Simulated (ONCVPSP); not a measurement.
# Which change was made? (Sb, ONCV)

ONCVPSP 4.0.1 input, shortened (lines: element, Z, core and valence counts, functional; n l f; lmax; l rc ep ncon nbas qcut; lloc lpopt rc5 dvloc0; l nproj debl; icmod fcfact rcfact), PBE, scalar-relativistic:

```
  Sb 51.00    6    5        4      upf
    1    0    2.00
    2    0    2.00
    2    1    6.00
    3    0    2.00
    3    1    6.00
    3    2   10.00
    4    0    2.00
    4    1    6.00
    4    2   10.00
    5    0    2.00
    5    1    2.00
    2
    0    1.25    0.00    3    8   11.50
    1    1.45    0.00    4    8    7.60
    2    1.10    0.00    4    7    7.90
    4    5    0.75    2.00
    0    2    3.20
    1    2    0.70
    2    2    2.60
    3    3.75    1.70
```

Cutoffs, loose and tight: the cutoffs (Ha) at which the residual kinetic energy of the hardest occupied pseudo-wave falls to 1 and 0.1 mHa per electron. They do not see the model core or the augmentation charge, which bear on the density cutoff. Test errors are all-electron minus pseudo excitation energies from the reference, over the configurations 4s2 4p6 4d10 5s2 5p3; 4s2 4p6 4d10 5s2 5p1; 4s2 4p6 4d10 5s2 5p0; 4s2 4p6 4d10 5s1 5p0; variants that change the core or the reference have their own tests.

The base gives: outcome: generated; cutoff, loose: 121 Ha; cutoff, tight: 145 Ha; bound ghosts: none; GHOST(+) flags above zero: s; largest test error (meV): -24.

(1) After one change the result is: outcome: generated; cutoff, loose: 37 Ha; cutoff, tight: 43 Ha; bound ghosts: s, p; GHOST(+) flags above zero: none; largest test error (meV): -9.6. Which change was it?
A. core [Kr], valence charge 15; reference 4d10 5s2 5p2.5; waves now 5s: rc 1.90 bohr, ncon 4, nbas 7, qcut 3.2 1/bohr, 2 projectors, debl 3.2 Ha; 5p: rc 2.30 bohr, ncon 5, nbas 10, qcut 3.9 1/bohr, 1 projector; 4d: rc 1.45 bohr, ncon 4, nbas 8, qcut 9.4 1/bohr, local; local potential the d channel
B. reference 4s2 4p6 4d10 5s2; wave 4p+5p: rc 1.45 bohr, ncon 4, nbas 8, qcut 7.6 1/bohr, 2 projectors becomes 4p: rc 1.45 bohr, ncon 4, nbas 8, qcut 7.6 1/bohr, 2 projectors, debl 0.7 Ha
C. s: qcut 7.4; p: qcut 4.9; d: qcut 5.1

Answers

(1) A. The others give: reference 4s2 4p6 4d10 5s2; wave 4p+5p: rc 1.45 bohr, ncon 4, nbas 8, qcut 7.6 1/bohr, 2 projectors becomes 4p: rc 1.45 bohr, ncon 4, nbas 8, qcut 7.6 1/bohr, 2 projectors, debl 0.7 Ha → outcome: generated, projector energies reset by the program; cutoff, loose: 121 Ha; cutoff, tight: 145 Ha; bound ghosts: none; GHOST(+) flags above zero: s; largest test error (meV): +13 | s: qcut 7.4; p: qcut 4.9; d: qcut 5.1 → outcome: generated; cutoff, loose: 142 Ha; cutoff, tight: 175 Ha; bound ghosts: none; GHOST(+) flags above zero: s, p, d; largest test error (meV): -26.
